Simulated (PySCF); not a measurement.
Compound: C5H5O2P.
Numbering: `[CH:1]#[C:2][P@@:3]1(=[O:4])[CH:5]=[C:6]1[O:7][CH3:8]`

NICS = −σ at a ghost point: NICS(0) at the centroid of the ring atoms, NICS(1) 1 Å to either side along the normal of their mean plane, zz for the tensor component along that normal. Level: GIAO PBE0/pcSseg-1 (PySCF, non-relativistic, gas phase) on the GFN2-xTB geometry, one conformer.

Ring bond lengths (Å), with Mayer bond orders in brackets: P3–C5 1.794 (0.94), C5–C6 1.351 (1.51), C6–P3 1.794 (0.89).

Problem. Give the NICS values of each ring in ppm.

Solution. 
```json
{"ring": "P3–C5–C6", "type": "3-membered ring with P; formal bonds 1 double, 2 single", "NICS(0)": "-20.1", "NICS(1), two faces": "-5.8 / -9.0", "NICS(1)zz, two faces": "-4.2 / -11.7", "rms pucker (Å)": "0.00", "centre to ring atoms, mean (Å)": "0.95"}
```

Problem. What can be read from them?

Solution. 
- P3–C5–C6: mean NICS(1)zz -7.9 ppm, shielded. P3 has four or more neighbours, so the value isn't read as a sign of a π ring current. The two faces differ by 7.5 ppm, so no symmetry operation interchanges them. NICS(0) lies 13 ppm below the mean NICS(1).

Problem. At the second NICS(1) probe listed for ring P3–C5–C6, 1 Å off the ring, what do the in-plane components average?

Solution. The isotropic value is a third of the trace: (3 × -9.0 − (-11.7))/2 = -7.7 ppm.

Hardware: an Arm Neoverse V1 with one thread, shared host with 64 logical CPUs at a one-minute load of 46. Cost: 27 s wall (grids of density and orbitals included), 0.75 GiB resident at most. This is the whole shielding run at PBE0/pcSseg-1, SCF included.

Shape of the structure used: `[CH:1]#[C:2][P@@:3]1(=[O:4])[CH:5]=[C:6]1[O:7][CH3:8]`: C5–C6–O7–C8 -175°.
